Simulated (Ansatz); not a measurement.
`[BH2][Al]([NH2])[SiH3]` + H₂Te → `B[TeH]` + `[NH2][AlH][SiH3]` at 600 K and 1 bar (cleavage of the B–Al bond).

Program: Ansatz. Geometries: PBE0-D4/def2-TZVP. ΔE: electronic, gas phase. CCSD(T)/CBS adds triple-zeta CCSD(T) − MP2 to the extrapolated MP2 energy (def2 sets, frozen cores). def2 core potentials past Kr. For Te outer-core shells are correlated without core-valence functions, which leaves a few kJ/mol of doubt a bond. Each species was taken in one conformer, which may not be the lowest.

```
                 species  CCSD(T)/CBS energy (Eh)  H − E (kJ/mol)  S (J/(mol·K))
`[BH2][Al]([NH2])[SiH3]`               -614.78799           255.2          483.0
                    H₂Te               -268.91024            52.9          255.0
                `B[TeH]`               -294.31292           103.0          312.8
      `[NH2][AlH][SiH3]`               -589.42853           206.6          413.6
```

H − E and S are ideal-gas, rigid-rotor, harmonic terms from PBE0-D4/def2-TZVP, for one conformer and one mirror image of each species. 1 Eh = 2625.50 kJ/mol, R = 8.31446 J/(mol·K).

Question: By hand: ΔE, ΔH, ΔS and ΔG.

Answer: ΔE = (-294.31292) + (-589.42853) − (-614.78799) − (-268.91024) = -0.04322 Eh = -113.5 kJ/mol. Δ(H − E) = 103.0 + 206.6 − 255.2 − 52.9 = 1.5, so ΔH = -112.0 kJ/mol. ΔS = 312.8 + 413.6 − 483.0 − 255.0 = -11.6 J/(mol·K). ΔG = -112.0 − 600 × (-11.6)/1000 = -105.0 kJ/mol.

Question: By hand: the equilibrium constant, and the temperature at which ΔG would vanish if ΔH and ΔS stayed fixed.

Answer: log₁₀ K = −ΔG/(RT ln 10) = 9.1. ΔG = 0 at ΔH/ΔS = 9655 K, far beyond where these terms or the molecules hold.

The number of gas molecules stays the same, so ΔS is small and ΔH decides. A doubt of 5 kJ/mol in ΔE shifts log₁₀ K by 0.4 here. Other conformers and mirror images would add mixing entropy, several J/(mol·K) or more a flexible species. Modes under 60 cm⁻¹, often nearly free rotors, make the harmonic entropy too high. These are equilibria of isolated gas molecules and say nothing of rates. Largest T1 diagnostic: 0.015 (customary marks: 0.02 for closed shells, 0.045 for open ones).
